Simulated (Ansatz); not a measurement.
A series at Ge: from `[Cl][GeH3]`, ligands are replaced one by one, each step taking up HCl and setting free H₂; n counts the steps. Ansatz, PBE0-D4/def2-TZVP geometries.

CBS adds triple-zeta CCSD(T) − MP2 to the MP2 limit, frozen cores; atoms without spin–orbit coupling. Outer-core shells of Ge are correlated without core-valence functions. Scalar relativity is left out up to krypton. Spin–orbit coupling is left out.

```tsv
n	molecule	atomization energy, CCSD(T)/CBS (kJ/mol)
0	`[Cl][GeH3]`	1289.9
1	`[Cl][GeH2][Cl]`	1332.1
2	`[Cl][GeH]([Cl])[Cl]`	?
3	`[Cl][Ge]([Cl])([Cl])[Cl]`	1402.9
```

Q: By hand: fit a straight line y = ȳ + b (n − n̄) to the 3 given rows and predict n = 2.

A: n̄ = 1.333, ȳ = 1341.63; Σ(n − n̄)(y − ȳ) = 174.27, Σ(n − n̄)² = 4.667, so b = 37.34 kJ/mol a step. Prediction: 1341.63 + (37.34) × (0.667) = 1366.5 kJ/mol.

Q: By hand: compare with the computed value, 1371.7 kJ/mol, and give the steps along the whole series.

A: The line misses by 5.2 kJ/mol (computed minus predicted). Steps: 42.2, 39.6, 31.2 kJ/mol.

The steps shrink at each stage, from 42.2 to 31.2 kJ/mol, so the series is curved. The miss is 4.6 % of the series' range. The energies themselves are unsure by some kJ/mol a bond, though much of that is common to the series.
